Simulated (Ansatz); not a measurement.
Ansatz (a first-principles code) input:

Ansatz 0.2 input:
```yaml
crystal:
  periodic: [false, false, false]
  atoms:
    - {symbol: Pb, position_ang: [-0.00654528, 0.04223505, 1.45270116]}
    - {symbol: Cl, position_ang: [0.88783239, 1.05492590, -0.72223515]}
    - {symbol: Cl, position_ang: [-0.89260544, -1.01356986, -0.70466008]}
basis:
  gaussian:
    orbitals: def2-TZVP
hamiltonian:
  xc: b3lyp
  dispersion: d3bj
total_charge: 1
magnetization: {spin_polarized: true, initial_magnetization: 1}
relax: {f_tol: 0.002, max_steps: 150}
```

Predict the final energy.

-1113.16699 Eh (B3LYP-D3(BJ)/def2-TZVP). The basis has 124 functions.
